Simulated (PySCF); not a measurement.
Frontier orbitals and the lowest excitations

Compound: C3H8OSi.
Cartesian coordinates in Å at the PBE0-D3(BJ)/def2-SVP level; atoms count from 1:
```xyz
13
C3H8OSi angstrom
C     -2.2420    0.1129    0.3453
C     -0.7589    0.1165    0.1753
C     -0.0788   -0.8597   -0.4365
O      1.2577   -0.9180   -0.6247
Si     2.3873    0.2436   -0.1850
H     -2.7073    0.9926   -0.1303
H     -2.5281    0.1408    1.4102
H     -2.6954   -0.7860   -0.0992
H     -0.2103    0.9760    0.5822
H     -0.5880   -1.7361   -0.8542
H      3.6940   -0.2846   -0.6550
H      2.0779    1.5483   -0.8431
H      2.3998    0.4320    1.2967
```

Method: PySCF, TDDFT B3LYP/def2-SVPD, vertical, gas phase, core orbitals frozen in the response.

Kohn–Sham orbitals with the atoms that hold most of them (Löwdin shares over 4%, at most four atoms; ? is withheld):

| orbital | ε (eV) | atoms |
| --- | --- | --- |
| HOMO-3 | -10.00 | Si5 23%, H11 21%, C3 11%, C2 9% |
| HOMO-2 | -9.31 | Si5 33%, H12 22%, H13 20%, O4 14% |
| HOMO-1 | -8.89 | O4 38%, Si5 17%, C3 9%, H11 9% |
| HOMO | -6.40 | ? |
| LUMO | 0.02 | ? |
| LUMO+1 | 0.40 | Si5 28%, C2 15%, C3 14%, H12 8% |
| LUMO+2 | 0.42 | C3 22%, C2 22%, Si5 16%, O4 7% |

Problem. Give the leading atoms of the HOMO.

Solution. C2 (bonded to 2 C and H) 33%; C3 (bonded to C, O and H) 25%; O4 (bonded to C and Si) 21%; C1 (bonded to C and 3 H) 8%. By element: carbon 66%, oxygen 21%.

Problem. Which atoms hold the LUMO, and with what shares?

Solution. Si5 (bonded to O and 3 H) 40%; O4 (bonded to C and Si) 13%; H12 (bonded to Si) 13%; H13 (bonded to Si) 13%. By element: silicon 40%, hydrogen 25% or more, oxygen 13%.

Problem. How does S1 compare with the orbital gap of 6.42 eV?

Solution. S1 is at 5.50 eV (f = 0.0005), 0.92 eV below the gap, made of HOMO→LUMO (98%). 

Problem. One configuration dominates each of S1 and S8. Which, and how do the shares of the two leading atoms of either orbital change from the occupied to the empty one?

Solution. 
- S1 (5.50 eV, f 0.0005), HOMO→LUMO (98%): C2 33% → at most 13%, C3 25% → at most 13%, Si5 at most 8% → 40%, O4 21% → 13%
- S8 (7.81 eV, f 0.032), HOMO-1→LUMO (96%): O4 38% → 13%, Si5 17% → 40%

The run took 42 s wall (grids of density and orbitals included) on one thread of an Arm Neoverse V1, on a shared host, and the process peaked at 0.81 GiB of memory.

One conformer stands for the species.
